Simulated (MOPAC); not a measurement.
Spectroscopic constants of CS+, multiplicity 2 (lowest of 2S+1 = 2, 4 at CCSD(T)/def2-TZVPP on PBE0 minima; our sources give no spin for the ground state, which may be another). The T1 diagnostic near the minimum is 0.091, so single-reference values are doubtful.

Seven points along R, fitted to fifth degree in 1/R; most abundant isotopes. In def2 and cc sets the state is the lowest found near the PBE0 minimum, followed along R.

The state that PM6 reach isn't checked.

Programs: MOPAC for PM6 (differences of heats of formation). Values without a source in brackets are computed.

Energies at PM6:

```csv
R (Å),E (hartree)
1.378388,0.49831423
1.415442,0.49660331
1.449531,0.49743330
1.488066,0.50071432
1.526602,0.50605475
1.571066,0.51424734
1.622941,0.52584712
```

Question: With a reduced mass of 8.7252 u, find the minimum, the force constant and the constants.

Answer: A fifth-degree polynomial in 1/R puts the minimum at r_e = 1.4193 Å with force constant 845 N/m. Then ω_e = (1/2πc)√(k/μ) = 1282 cm⁻¹ and B_e = h/(8π²cμr_e²) = 0.9591 cm⁻¹; the cubic and quartic terms give α_e = 0.0048 and ω_e x_e = 5.8 cm⁻¹.
